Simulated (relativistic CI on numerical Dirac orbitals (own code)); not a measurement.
**Ba XVII: q coefficients and field-shift factors**

Computed by Dirac-Coulomb-Breit CI, orbitals from a KLI potential per configuration, derivatives by finite differences, unscaled Slater integrals, QED left out (own radial code, finite nucleus).

Configurations in the expansion (outside the closed core [Ar] 3d10 4s2): 4p6.4d4, 4p5.4d5, 4p6.4d3.4f, 4p6.4d2.5s2, 4p6.4d.4f.5s2. Double excitations out of closed p, d and f shells are left out; levels of such configurations are missing from the list, as are those of other unlisted configurations, and high levels can miss mixing partners.

With x = (α/α₀)² − 1 an excitation energy changes as ω = ω₀ + qx; K = 2q/ω₀ is the relative enhancement. Terms are leading LS components, so labels can repeat. The field-shift factor is F = δν/δ⟨r²⟩ for the transition from the lowest level.

Lowest level 4p6.4d4 5D_0.

| Level | ω₀ (cm⁻¹) | q (cm⁻¹) | F (GHz/fm²) |
| --- | --- | --- | --- |
| 4p6.4d4 5D_1 | 10467.6 | 19610 | 0.222 |
| 4p6.4d4 5D_2 | 19737.6 | 31120 | 0.362 |
| 4p6.4d4 5D_3 | 27076.5 | 36270 | 0.436 |
| 4p6.4d4 5D_4 | 31995.2 | 33300 | 0.425 |
| 4p6.4d4 3P_0 | 47975.5 | 30200 | 0.451 |
| 4p6.4d4 3H_4 | 50716.1 | 29240 | 0.449 |
| 4p6.4d4 3G_3 | 60976.9 | 30220 | 0.494 |
| 4p6.4d4 3H_5 | 63155.4 | 38550 | 0.579 |
| 4p6.4d4 3F_2 | 63719.1 | 29460 | 0.497 |
| 4p6.4d4 3P_1 | 65313.2 | 40410 | 0.606 |
| 4p6.4d4 3H_6 | 68446.5 | 40850 | 0.619 |
| 4p6.4d4 3G_4 | 75451.3 | 46190 | 0.694 |
| 4p6.4d4 3P_2 | 79263.6 | 41880 | 0.666 |
| 4p6.4d4 3F_4 | 80573.7 | 50730 | 0.755 |
| 4p6.4d4 3F_3 | 83066.4 | 40920 | 0.67 |
| 4p6.4d4 3D_3 | 88645.3 | 53710 | 0.811 |
| 4p6.4d4 3G_5 | 93263.4 | 63480 | 0.919 |
| 4p6.4d4 3P_2 | 94838.8 | 51960 | 0.818 |
| 4p6.4d4 1I_6 | 97653.0 | 60870 | 0.909 |
| 4p6.4d4 3D_1 | 99136.5 | 57310 | 0.881 |
| 4p6.4d4 1G_4 | 111364.1 | 61120 | 0.958 |
| 4p6.4d4 1S_0 | 113781.7 | 61390 | 0.972 |
| 4p6.4d4 3P_2 | 114807.1 | 55270 | 0.916 |

At this charge energies of transitions that change n are usually good to better than 1 %, and those within a shell (Δn = 0) to a few per cent. Terms inside the open d or f shell come out 10 to 20 % too wide with unscaled integrals.

**Question.** Which transition from the lowest level has the largest |K|?

**Answer.** 4p6.4d4 5D_1 at 10467.6 cm⁻¹, K = 3.75.
